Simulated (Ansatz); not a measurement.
```yaml
crystal:
  periodic: [false, false, false]
  atoms:
    - {symbol: N, position_ang: [-0.562214, 0.911477, -0.322021]}
    - {symbol: C, position_ang: [-0.712502, -0.025135, 0.845490]}
    - {symbol: N, position_ang: [0.455549, -0.837114, 0.950723]}
    - {symbol: In, position_ang: [1.056825, -0.727309, -1.079785]}
    - {symbol: H, position_ang: [-0.097733, 1.769332, -0.042376]}
    - {symbol: H, position_ang: [-1.447840, 1.164036, -0.750080]}
    - {symbol: H, position_ang: [-1.588757, -0.638294, 0.600085]}
    - {symbol: h, position_ang: [-0.942825, 0.527334, 1.764331]}
    - {symbol: H, position_ang: [1.119928, -0.425616, 1.594062]}
    - {symbol: H, position_ang: [2.583035, 0.002457, -1.416860]}
    - {symbol: H, position_ang: [0.136534, -1.721167, -2.143578]}
basis:
  gaussian: {orbitals: STO-3G}
total_charge: -1
magnetization: {spin_polarized: true, initial_magnetization: 1}
hamiltonian: {xc: {name: revPBE0}, dispersion: d3bj}
```

```sh
$ ansatz run in.yaml --threads 4 --pin off --events-out ev --progress --plain --max-ram 10444MiB
```

How does Ansatz answer? (Best estimate.)

Computed: The input was rejected before any iteration.
```
Error: YAML parse error: error: line 11 column 16: `h` is not an element symbol (H … Og, case-exact)
 9 |     - {symbol: H, position_ang: [-1.447840, 1.164036, -0.750080]}
10 |     - {symbol: H, position_ang: [-1.588757, -0.638294, 0.600085]}
11 |     - {symbol: h, position_ang: [-0.942825, 0.527334, 1.764331]}
12 |     - {symbol: H, position_ang: [1.119928, -0.425616, 1.594062]}
13 |     - {symbol: H, position_ang: [2.583035, 0.002457, -1.416860]}
```
